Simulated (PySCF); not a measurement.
Isomers of C6H13BO2, from PySCF, PBE0-D3(BJ)/def2-SVP geometry optimisation, gas phase. One conformer each, no zero-point energy, no frequencies.

**Question.** Which is lowest in electronic energy at this level?
A. `[CH3:1][CH2:2][CH2:3][C@@H:4]1[CH2:5][CH2:6][O:7][BH:8][O:9]1` with C1–C2–C3–C4 -178°, C2–C3–C4–C5 -178°, C3–C4–C5–C6 -173°, C4–C5–C6–O7 53°, C5–C6–O7–B8 -27°, C6–O7–B8–O9 -1°: A = 4321, B = 824.5, C = 726.5 MHz, dipole 2.97 D
B. `[CH3:1][C:2]1([CH3:3])[O:4][BH:5][O:6][C:7]1([CH3:8])[CH3:9]` with C1–C2–O4–B5 97°, C2–O4–B5–O6 9°, O4–B5–O6–C7 9°, B5–O6–C7–C8 -144°: A = 2008, B = 1757, C = 1535 MHz, dipole 2.61 D
C. `[CH3:1]/[CH:2]=[CH:3]\[CH2:4][B:5]([O:6][CH3:7])[O:8][CH3:9]` with C2–C3–C4–B5 104°, C3–C4–B5–O6 3°, C4–B5–O6–C7 179°, C4–B5–O8–C9 1°: A = 2059, B = 949.1, C = 748.8 MHz, dipole 1.81 D
D. `[CH3:1][CH2:2]/[CH:3]=[CH:4]/[B:5]([O:6][CH3:7])[O:8][CH3:9]` with C1–C2–C3–C4 -124°, C3–C4–B5–O6 -1°, C4–B5–O6–C7 180°, C4–B5–O8–C9 -1°: A = 2443, B = 753.7, C = 600.0 MHz, dipole 1.02 D
E. `C(C)([C@H]1COBO1)(C)C`: A = 2841, B = 1288, C = 1142 MHz, dipole 2.38 D
F. `[CH2:1]=[C:2]([CH3:3])[CH2:4][O:5][B:6]([CH3:7])[O:8][CH3:9]` with C1–C2–C4–O5 0°, C2–C4–O5–B6 -135°, C4–O5–B6–C7 179°, O5–B6–O8–C9 179°: A = 3101, B = 786.4, C = 672.1 MHz, dipole 1.82 D

**Answer.** B. That is `CC1(C)OBOC1(C)C`, 4.4 kcal/mol below the next.

```csv
SMILES,mapped SMILES,E (Eh),relative (kcal/mol),relative (kJ/mol),dipole (D)
CC1(C)OBOC1(C)C,[CH3:1][C:2]1([CH3:3])[O:4][BH:5][O:6][C:7]1([CH3:8])[CH3:9],-411.10603,0.0,0.0,2.61
CCC[C@@H]1CCOBO1,[CH3:1][CH2:2][CH2:3][C@@H:4]1[CH2:5][CH2:6][O:7][BH:8][O:9]1,-411.09906,4.4,18.3,2.97
CC(C)(C)[C@H]1COBO1,[CH3:1][C:2]([CH3:3])([CH3:4])[C@H:5]1[CH2:6][O:7][BH:8][O:9]1,-411.09596,6.3,26.4,2.38
C=C(C)COB(C)OC,[CH2:1]=[C:2]([CH3:3])[CH2:4][O:5][B:6]([CH3:7])[O:8][CH3:9],-411.07047,22.3,93.4,1.82
CC/C=C/B(OC)OC,[CH3:1][CH2:2]/[CH:3]=[CH:4]/[B:5]([O:6][CH3:7])[O:8][CH3:9],-411.06533,25.5,106.9,1.02
C/C=C\CB(OC)OC,[CH3:1]/[CH:2]=[CH:3]\[CH2:4][B:5]([O:6][CH3:7])[O:8][CH3:9],-411.06032,28.7,120.0,1.81
```

As drawn, the highest has a C=C bond outside aromatic rings, which the lowest lacks.
